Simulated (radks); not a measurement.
The numbers below are computed, except where a source is named.
Q: Valence configurations of Ti (all share [Ar]). Level of theory: scalar-relativistic Kohn-Sham, BLYP, spin-polarised, spherical densities, finite nucleus; open shells are filled with parallel spins first; Fermi nuclear charge, rms radius 3.5921 fm (a radial shooting solver on a logarithmic mesh with Libxc functionals). Order these by energy: 3d3 4s1; 3d1 4s2 4p1; 3d2 4p2; 3d3.5 4s0.5; 3d2 4s1.5 4p0.5; 3d2 4s2; 3d2.5 4s1.5; 3d1.5 4s1.5 4p1; 3d2 4s1 4p1; 4s2 4p2.

A: From the lowest, in eV above it: 3d2.5 4s1.5 0.000; 3d2 4s2 0.080; 3d3 4s1 0.197; 3d3.5 4s0.5 1.183; 3d2 4s1.5 4p0.5 1.350; 3d2 4s1 4p1 2.437; 3d1.5 4s1.5 4p1 3.508; 3d1 4s2 4p1 5.133; 3d2 4p2 5.833; 4s2 4p2 14.330. NIST lists [Ar] 3d2 4s2 as the ground configuration; this level of theory puts 3d2.5 4s1.5 lower, by 0.080 eV. The energies are those of spherical high-spin densities, not of single terms.
